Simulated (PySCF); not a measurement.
# Fluorine: a sound run and one with changed settings

Sound run: F⁺ [He] 2s2 2p4, F²⁺ [He] 2s2 2p3. Calculation: PySCF 2.14, in cc-pVDZ-DK (3s2p1d, 14 functions); scalar relativity by spin-free X2C-1e. In the sound run the correlated levels freeze 1s2. The sound run starts from symmetry-adapted Hartree-Fock orbitals and uses a fine grid where one is needed.

Changed run: initial guess 1e, at most 50 SCF cycles.

```csv
species,method,sound run (hartree),changed run (hartree),converged
F⁺,UHF,-98.88758,-98.88758,yes
F⁺,TPSS,-99.18949,-99.18949,yes
F⁺,CCSD(T),-99.00076,-99.00076,yes
F²⁺,BP86,-97.85495,-97.85495,yes
F²⁺,MP2,-97.72885,-97.72885,yes
```

Here the plain start reaches the same solutions.
